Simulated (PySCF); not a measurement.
Simulated outer-valence photoelectron spectrum of `F[SiH2]P[SiH3]`. Method: EOM-IP-CCSD/aug-cc-pVDZ in PySCF, restricted Hartree–Fock reference, frozen core, non-relativistic, gas phase, PBE0-D3(BJ)/def2-SVP geometry.

Each root has a Gaussian of 0.4 eV full width with its one-hole share as area; cross sections and vibrations are left out, and the highest printed point is 100.

ionisation energy (eV), intensity and a bar:
```
      9.2          1 
      9.4         15 ####
      9.6         52 ################
      9.8         45 ##############
     10.0         10 ###
     10.2          1 
     10.4          4 #
     10.6         29 #########
     10.8         58 #################
     11.0         29 #########
     11.2          4 #
     11.4          1 
     11.6         12 ###
     11.8         48 ##############
     12.0         50 ###############
     12.2         30 #########
     12.4         74 ######################
     12.6        100 ##############################
     12.8         47 ##############
     13.0         21 ######
     13.2         51 ###############
     13.4         44 #############
     13.6          9 ###
     13.8          1 
     14.0          0 
     14.2          0 
     14.4          0 
     14.6          0 
     14.8          7 ##
     15.0         39 ############
     15.2         55 #################
     15.4         38 ###########
     15.6         56 #################
     15.8         39 ############
     16.0          7 ##
     16.2          0
```

**Question.** Where are the maxima, and how many lines lie under the curve?

**Answer.** 7 maxima, at 9.7, 10.8, 11.9, 12.6, 13.3, 15.2 and 15.6 eV, from 8 lines. At this width some lines have no maximum of their own.

**Question.** List the lines with their holes.

**Answer.** 
| E (eV) | leading hole (HF orbital) | area | Koopmans (eV) |
| --- | --- | --- | --- |
| 9.68 | HOMO | 0.95 | 10.16 |
| 10.80 | HOMO-1 | 0.95 | 11.39 |
| 11.90 | HOMO-2 | 0.95 | 12.71 |
| 12.48 | HOMO-3 | 0.94 | 13.35 |
| 12.64 | HOMO-4 | 0.94 | 13.49 |
| 13.28 | HOMO-5 | 0.94 | 14.24 |
| 15.15 | HOMO-6 | 0.93 | 16.89 |
| 15.65 | HOMO-7 | 0.93 | 18.02 |

The widest gap, 1.87 eV, lies between 13.28 and 15.15 eV. Only orbitals with −ε under 21 eV, eight at most, were ionised, so the high end of the curve may lack lines.

Shape of the structure used: `[F:1][SiH2:2][PH:3][SiH3:4]`: F1–Si2–P3–Si4 -35°.

One conformer stands for the species.
